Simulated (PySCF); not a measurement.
**Relaxation of singlet BrF₅**

Method: PBE0/[Br def2-SVP, F def2-SVP], no relativity, density fitting, PySCF. A (50,194) grid was used.

A hand-made trigonal bipyramidal start, of D3h symmetry, held to at least that symmetry:

```xyz
6
charge 0 multiplicity 1, angstrom
Br    0.0000    0.0000    0.0000
F     0.0000    0.0000    1.7800
F     0.0000    0.0000   -1.7800
F     1.7800    0.0000    0.0000
F    -0.8900    1.5415    0.0000
F    -0.8900   -1.5415    0.0000
```

Task: What does it relax to?

Result: It ends at D3h with Br–F 1.813 Å (×2), Br–F 1.841 Å (×3); F–Br–F 90.0° (×6), F–Br–F 120.0° (×3), F–Br–F 180.0° (after a last refinement on a finer grid). A frequency run shows 2 imaginary modes (one degenerate set), down to 156i cm⁻¹, so it is a higher-order saddle point. Other isomers or separated fragments may lie lower.

Task: How much energy is released, and in how many steps?

Result: 17.9 kJ/mol in 3 steps.

The relaxation took about 28 core-seconds on a shared host.
